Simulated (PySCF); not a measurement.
C₃H₁₁ClSi₂, SMILES Cl[Si](C[SiH3])(C)C. Geometry optimised at PBE-D3(BJ)/def2-SVP. The structure was generated by enumeration, and PubChem lists no compound with its InChIKey, so it may never have been made. The values are those of a single conformer.

Problem. Give the equilibrium geometry at PBE-D3(BJ)/def2-SVP (PySCF confirms it by a frequency run) as Cartesian coordinates in Å. (The exact figures need the calculation; the answer reports its results.)

Solution. Several could match; the one computed here: 
```xyz
17

C     -1.4112    -1.5276     0.7097
Si    -0.7825     0.1285     0.0796
C     -2.1555     1.4114     0.0089
Cl    -0.0916    -0.1658    -1.8917
C      0.6818     0.7316     1.1041
Si     2.3038    -0.2220     0.8649
H     -2.2303    -1.9054     0.0655
H     -0.6012    -2.2838     0.7168
H     -1.8020    -1.4262     1.7437
H     -1.7849     2.3637    -0.4203
H     -2.5442     1.6176     1.0279
H     -2.9976     1.0551    -0.6180
H      0.8719     1.8030     0.8780
H      0.3894     0.6765     2.1763
H      2.9386     0.1207    -0.4518
H      2.0557    -1.7066     0.9153
H      3.2738     0.1208     1.9662
```
